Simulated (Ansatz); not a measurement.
# Worked example: GeH(CH3)2Br + SiH4 → GeH(CH3)2(SiH3) + HBr

Species: GeH(CH3)2Br, singlet; SiH4 (silane) `[SiH4]`, singlet; GeH(CH3)2(SiH3), singlet; HBr (hydrogen bromide), singlet. The partners trade Br for SiH3: Ge–Br and H–SiH3 bonds give way to Ge–SiH3 and H–Br.

Shapes, held fixed at every level: PBE0-D4/def2-TZVP. Programs: Ansatz 0.2.0. Electronic energies: no zero-point or thermal term.

At CCSD(T)/def2-TZVPP; 1 Eh = 2625.50 kJ/mol:

| species | energy (Eh) |
| --- | --- |
| GeH(CH3)2Br | -4728.655315 |
| SiH4 | -291.435642 |
| GeH(CH3)2(SiH3) | -2446.750458 |
| HBr | -2573.308574 |

Q: Work out ΔE of the reaction at this level.

A: 
1. Products less reactants: (-2446.750458) + (-2573.308574) − [(-4728.655315) + (-291.435642)] = 0.031925 Eh = +83.8 kJ/mol.

Other levels give +79.0 (PBE0-D4/def2-TZVPP) to +110.4 kJ/mol (HF/def2-TZVPP). No measured value is set beside it here. Relativity is left out for Br, Ge unless named. Correlated rows may include outer-core shells of Br, Ge, which these sets cover unevenly.
